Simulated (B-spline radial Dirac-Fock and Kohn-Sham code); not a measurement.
**Elastic and transport cross sections of neodymium for electrons**

Level of theory: relativistic (Dirac) partial waves in the static field of the Dirac-Fock atom with Furness-McCarthy exchange, without polarisation or absorption potentials; a radial finite-basis atomic code. Below a few hundred eV the neglected polarisation potential matters, most of all at small angles. σ_tr1 and σ_tr2 weight the cross section with 1 − P₁ and 1 − P₂ of cos θ; "backward" is the share scattered beyond 90°.

```tsv
energy (eV)	σ (a₀²)	σ_tr1 (a₀²)	σ_tr2 (a₀²)	σ/σ_tr1	backward (%)
50	61.8	10.7	15.6	5.78	7.2
53.6	59.8	9.72	13.9	6.16	6.7
54	59.6	9.62	13.7	6.20	6.7
72.7	?	?	?	?	?
100	42.3	5.88	7.03	7.19	5.1
102	41.8	5.86	7.03	7.13	5.2
108	40.4	5.84	7.08	6.91	5.3
148	33.6	6.05	7.88	5.56	6.5
171	31.0	6.16	8.15	5.03	7.2
180	30.1	6.19	8.19	4.87	7.4
200	28.5	6.20	8.16	4.59	8.0
219	27.2	6.18	8.02	4.40	8.5
225	26.8	6.16	7.95	4.35	8.6
300	23.3	5.78	6.81	4.03	9.8
444	19.4	4.75	4.74	4.08	11
482	18.7	4.50	4.35	4.15	11
500	18.4	4.38	4.19	4.19	11
501	18.3	4.38	4.18	4.19	11
543	17.6	4.12	3.84	4.28	10
```

Question: Fill in the row for 72.7 eV.

Answer: σ = 50.9 a₀², σ_tr1 = 6.86 a₀², σ_tr2 = 8.61 a₀², σ/σ_tr1 = 7.42, backward 5.3 %. The ratio σ/σ_tr1 is roughly the number of elastic collisions that randomise the direction.

Values without a named source are computed, but for edge energies of neutral atoms, which are taken from tables.
